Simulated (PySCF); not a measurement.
# Potassium: a sound run and one with changed settings

Sound run: K(2+) [Ne] 3s2 3p5, K(3+) [Ne] 3s2 3p4. Computed with PySCF 2.14 in cc-pVTZ-X2C, with scalar relativity by spin-free X2C-1e. The sound run starts from symmetry-adapted Hartree-Fock orbitals and uses a fine grid where one is needed.

Changed run: 26 angular points. This setting is unsound on purpose.

```
species  method  sound run (hartree)  changed run (hartree)  converged
  K(2+)     UHF           -600.17093             -600.17093        yes
  K(2+)    MN15           -601.01901             -601.01738        yes
  K(2+)   B3LYP           -600.88942             -600.88924        yes
  K(3+)     UHF           -598.46958             -598.46958        yes
  K(3+)    MN15           -599.25122             -599.24905        yes
  K(3+)   B3LYP           -599.13357             -599.13329        yes
```

Ionisation energy of K(2+):

| method | sound run (eV) | changed run (eV) |
| --- | --- | --- |
| UHF | 46.296 | 46.296 |
| MN15 | 48.104 | 48.119 |
| B3LYP | 47.779 | 47.782 |

A coarse angular grid integrates products of high-l functions wrongly, so density functionals can shift, and the SCF can exploit the error; Hartree-Fock and MP2 need no grid.

For comparison, NIST gives 45.803 eV between the lowest levels.
